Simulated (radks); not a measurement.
The iridium anion Ir- inside a hard spherical wall (all orbitals vanish at R), configuration held at [Xe] 4f14 5d8 6s2 and not refilled when levels cross. Calculated with a radial shooting solver on a logarithmic mesh with Libxc functionals: scalar-relativistic Kohn-Sham, PBE, spin-polarised, spherical densities, finite nucleus; open shells are filled with parallel spins first (spin-orbit coupling, left out, can overturn this in heavy ions); Fermi nuclear charge, rms radius 5.4032 fm. Eigenvalues in eV for spin up, with the zero of energy where the potential of the charges vanishes at infinity; a dash marks a level that is unbound or too diffuse for the functional's potential to be trusted. A positive occupied level is held by the wall or, in an anion where self-interaction has pushed it up, behind a barrier. The pressure on the wall is -dE/dV.

[
 {"R (bohr)": "15", "E (hartree)": "-17824.2270", "kinetic (hartree)": "19807.363", "e(4f)": "-53.268", "e(5p)": "-46.363", "e(6s)": "0.081", "e(5d)": "0.494", "e(6p, empty)": "3.064", "e(7s, empty)": "3.180", "pressure (GPa)": "0.000853"},
 {"R (bohr)": "10", "E (hartree)": "-17824.2241", "kinetic (hartree)": "19807.381", "e(4f)": "-53.013", "e(5p)": "-46.103", "e(6s)": "0.292", "e(5d)": "0.743", "e(6p, empty)": "4.094", "e(7s, empty)": "5.727", "pressure (GPa)": "0.0507"},
 {"R (bohr)": "8", "E (hartree)": "-17824.2133", "kinetic (hartree)": "19807.441", "e(4f)": "-52.513", "e(5p)": "-45.599", "e(6s)": "0.716", "e(5d)": "1.216", "e(6p, empty)": "5.122", "e(7s, empty)": "8.923", "pressure (GPa)": "0.408"},
 {"R (bohr)": "6", "E (hartree)": "-17824.1467", "kinetic (hartree)": "19807.766", "e(4f)": "-50.746", "e(5p)": "-43.858", "e(6s)": "2.277", "e(5d)": "2.799", "e(6p, empty)": "7.931", "e(7s, empty)": "17.686", "pressure (GPa)": "5.06"},
 {"R (bohr)": "4", "E (hartree)": "-17823.4983", "kinetic (hartree)": "19810.423", "e(4f)": "-42.410", "e(5p)": "-36.153", "e(6s)": "10.898", "e(5d)": "9.841", "e(6p, empty)": "20.721", "e(7s, empty)": "53.436", "pressure (GPa)": "136"},
 {"R (bohr)": "3.5", "E (hartree)": "-17822.8074", "kinetic (hartree)": "19813.033", "e(4f)": "-36.719", "e(5p)": "-31.204", "e(6s)": "17.994", "e(5d)": "14.705", "e(6p, empty)": "30.586", "e(7s, empty)": "78.332", "pressure (GPa)": "380"},
 {"R (bohr)": "3", "E (hartree)": "-17821.2450", "kinetic (hartree)": "19818.767", "e(4f)": "-27.214", "e(5p)": "-23.282", "e(6s)": "31.955", "e(5d)": "23.177", "e(6p, empty)": "49.286", "e(7s, empty)": "122.25", "pressure (GPa)": "1220"},
 {"R (bohr)": "1.5", "E (hartree)": "-17756.2946", "kinetic (hartree)": "20033.687", "e(4f)": "105.41", "e(5p)": "109.39", "e(6s)": "380.99", "e(5d)": "187.73", "e(6p, empty)": "446.13", "e(7s, empty)": "883.70", "pressure (GPa)": "200000"}
]
